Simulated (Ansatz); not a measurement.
One change: `NB1CCO1` becomes `BrB1CCO1`.

Ansatz, PBE0-D4/def2-TZVP geometries, multiplicity 1. Each molecule was computed in one conformer, which needn't be the lowest.

Scalar relativity is left out up to krypton.

```
                                        property  `NB1CCO1`
             HOMO–LUMO gap (PBE/def2-TZVPP) / eV       6.29
         HOMO–LUMO gap (ωB97M-V/def2-TZVPP) / eV      12.10
             HOMO energy (B3LYP/def2-TZVPP) / eV      -7.28
               HOMO energy (PBE/def2-TZVPP) / eV      -6.05
           HOMO energy (ωB97M-V/def2-TZVPP) / eV      -9.88
size of the dipole moment (B3LYP/def2-TZVPP) / D       1.70
```

(1) Give the same properties after the change, and the shifts. (An estimate is asked.)

Results:

(1) Computed: 
| property | `BrB1CCO1` | shift |
| --- | --- | --- |
| HOMO–LUMO gap (PBE/def2-TZVPP) / eV | 5.74 | -0.55 |
| HOMO–LUMO gap (ωB97M-V/def2-TZVPP) / eV | 12.33 | 0.23 |
| HOMO energy (B3LYP/def2-TZVPP) / eV | -7.98 | -0.70 |
| HOMO energy (PBE/def2-TZVPP) / eV | -6.93 | -0.88 |
| HOMO energy (ωB97M-V/def2-TZVPP) / eV | -10.47 | -0.59 |
| size of the dipole moment (B3LYP/def2-TZVPP) / D | 2.59 | 0.89 |

With PBE0 the HOMO falls by 0.72 eV and the LUMO falls by 1.21 eV, so the gap narrows by about 0.49 eV. PBE moves the HOMO by -0.88 eV and ωB97M-V by -0.59 eV. Dipoles are sizes alone; their direction can turn.

B3LYP here is the variant with VWN-RPA as its local correlation; programs differ in this.

Spin–orbit coupling is left out; it splits and shifts lone-pair levels of the heavy atoms by tenths of an eV.
